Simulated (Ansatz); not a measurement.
Start from `N=C([SiH3])O[SiH3]` and change one atom or group to get `N=C([SiH3])Cl`.

Ansatz, PBE0-D4/def2-TZVP geometries, multiplicity 1. Each molecule was computed in one conformer, which needn't be the lowest.

```csv
property,`N=C([SiH3])O[SiH3]`
LUMO energy (PBE0/def2-TZVPP) / eV,-0.61
HOMO energy (B3LYP/def2-TZVPP) / eV,-7.72
size of the dipole moment (B3LYP/def2-TZVPP) / D,1.43
LUMO energy (B3LYP/def2-TZVPP) / eV,-0.83
LUMO energy (ωB97M-V/def2-TZVPP) / eV,1.53
HOMO energy (ωB97M-V/def2-TZVPP) / eV,-10.26
```

Question: What does the change do to each property? (Estimate.)

Answer: Ansatz gave: 
```csv
property,`N=C([SiH3])Cl`,shift
LUMO energy (PBE0/def2-TZVPP) / eV,-1.20,-0.59
HOMO energy (B3LYP/def2-TZVPP) / eV,-8.02,-0.30
size of the dipole moment (B3LYP/def2-TZVPP) / D,0.35,-1.08
LUMO energy (B3LYP/def2-TZVPP) / eV,-1.41,-0.58
LUMO energy (ωB97M-V/def2-TZVPP) / eV,1.04,-0.49
HOMO energy (ωB97M-V/def2-TZVPP) / eV,-10.50,-0.24
```

With PBE0 the HOMO falls by 0.32 eV and the LUMO falls by 0.59 eV, so the gap narrows by about 0.27 eV. PBE moves the HOMO by -0.31 eV and ωB97M-V by -0.24 eV. Dipoles are sizes alone; their direction can turn.

B3LYP here is the variant with VWN-RPA as its local correlation; programs differ in this.
